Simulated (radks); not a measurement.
The numbers below are computed, except where a source is named.
Spin polarisation of the 5d3 shell in Ta2+. Start: [Xe] 4f14 5d(up 1.5, down 1.5); electrons of 5d are moved from spin down to spin up, other shells keep equal spins. Level of theory: scalar-relativistic Kohn-Sham, PBE, spin-polarised, spherical densities, point nucleus (a radial shooting solver on a logarithmic mesh with Libxc functionals).

moment (Bohr magnetons)  E - E(0) (eV)  e(5d up) (eV)  e(5d down) (eV)  4f down minus up (eV)
0                                0.000        -18.312          -18.312                 0.000
0.75                            -0.102        -18.570          -18.026                  0.070
1.5                             -0.408        -18.801          -17.713                  0.139
2.25                            -0.918        -19.003          -17.369                  0.209
3                               -1.640        -19.180          -16.926                  0.280

At moment 3 the spin-polarisation energy is -1.640 eV and the 5d exchange splitting 2.254 eV, that is 0.751 eV per Bohr magneton; E = -I m^2/4 would give I = 0.729 eV.
